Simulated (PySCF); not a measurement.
Steps of a relaxation of [Bi(OCH3)2]+

[Bi(OCH3)2]+ (singlet; a saddle point, relaxed within its symmetry). PySCF 2.14.0, RKS PBE0, Bi def2-SVP with ECP60, O def2-SVP, C def2-SVP, H def2-SVP; non-relativistic Hamiltonian with scalar-relativistic core potentials where named; density fitting; no spin-orbit coupling. Origin of the start: template. Columns: position (Å) and force (eV/Å). Energies are counted from the last step; some of the 23 steps are shown. Forces carry noise of the integration grid, about 0.01 to 0.03 eV/Å.

Run from Python with OMP_NUM_THREADS=2. Where DIIS fails, smearing, a level shift and second-order steps follow.
It took 100 s on 2 threads of Arm Neoverse V2, with other jobs on the host, from the converged density of the start.

```xyz
11
step 0  E = 0.902 eV
Bi    0.0000    0.0000   -0.2478     0.00    0.00   -3.15
O     1.7635    0.0000    0.5414     2.38    0.00    1.16
C     3.0505    0.0000    1.1174    -0.38    0.00    0.20
H     3.8018    0.0000    0.3277     0.18    0.00   -0.31
H     3.1722    0.8900    1.7348     0.08    0.27    0.26
H     3.1722   -0.8900    1.7348     0.08   -0.27    0.26
O    -1.7635    0.0000    0.5414    -2.38    0.00    1.16
C    -3.0505    0.0000    1.1174     0.38    0.00    0.20
H    -3.8018    0.0000    0.3277    -0.18    0.00   -0.31
H    -3.1722   -0.8900    1.7348    -0.08   -0.27    0.26
H    -3.1722    0.8900    1.7348    -0.08    0.27    0.26
```

```xyz
11
step 7  E = 0.251 eV
Bi    0.0000    0.0000   -0.9928     0.00    0.00    0.16
O     1.6053    0.0000    0.1835     0.30    0.00    0.01
C     2.5777    0.0000    1.2117    -0.02    0.00   -0.12
H     3.5787    0.0000    0.7405    -0.19    0.00    0.14
H     2.4642    0.8943    1.8464    -0.03   -0.01   -0.06
H     2.4642   -0.8943    1.8464    -0.03    0.01   -0.06
O    -1.6053    0.0000    0.1835    -0.30    0.00    0.01
C    -2.5777    0.0000    1.2117     0.02    0.00   -0.12
H    -3.5787    0.0000    0.7405     0.19    0.00    0.14
H    -2.4642   -0.8943    1.8464     0.03    0.01   -0.06
H    -2.4642    0.8943    1.8464     0.03   -0.01   -0.06
```

```xyz
11
step 15  E = 0.018 eV
Bi    0.0000    0.0000   -1.2678     0.00    0.00    0.22
O     1.6511    0.0000   -0.1016    -0.15    0.00    0.03
C     2.0744    0.0000    1.2534     0.01    0.00   -0.01
H     3.1787    0.0000    1.2373    -0.18    0.00    0.07
H     1.7160    0.8986    1.7884     0.05   -0.09   -0.10
H     1.7160   -0.8986    1.7884     0.05    0.09   -0.10
O    -1.6511    0.0000   -0.1016     0.15    0.00    0.03
C    -2.0744    0.0000    1.2534    -0.01    0.00   -0.01
H    -3.1787    0.0000    1.2373     0.18    0.00    0.07
H    -1.7160   -0.8986    1.7884    -0.05    0.09   -0.10
H    -1.7160    0.8986    1.7884    -0.05   -0.09   -0.10
```

Question: Where does the relaxation end?

Answer: It converges at step 22 in C2v:
```xyz
11
step 22  E = 0
Bi    0.0000    0.0000   -1.3417
O     1.6093    0.0000   -0.1295
C     1.8869    0.0000    1.2609
H     2.9804    0.0000    1.3722
H     1.4786    0.8984    1.7497
H     1.4786   -0.8984    1.7497
O    -1.6093    0.0000   -0.1295
C    -1.8869    0.0000    1.2609
H    -2.9804    0.0000    1.3722
H    -1.4786   -0.8984    1.7497
H    -1.4786    0.8984    1.7497
```

Question: How did the contacts change?

Answer: 
| contact | start (Å) | end (Å) |
| --- | --- | --- |
| Bi1–O2 (OCH3) | 1.932 | 2.015 |
| Bi1–O7 (OCH3) | 1.932 | 2.015 |
